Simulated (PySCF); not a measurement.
## Electron correlation in B (boron, neutral)

[He] 2s1 2p2, high-spin 4P determinant (an excited configuration). Computed with PySCF 2.14 in aug-cc-pCVTZ-DK with one added diffuse shell each of s, p, d, f type (8s7p5d3f, 75 functions), with scalar relativity by spin-free X2C-1e. Frozen: 1s2; 3 electrons correlated.

MP2 pair energies summed by pair of shells (mhartree):

```tsv
pair	energy	share (%)
2p-2p	-6.55	56.8
2s-2p	-4.98	43.2
```

Total MP2 correlation energy: -11.53 mhartree.

Same-spin part -11.53 and opposite-spin part 0.00 mhartree; SCS-MP2 scales them by 1/3 and 6/5 to -3.84 mhartree.
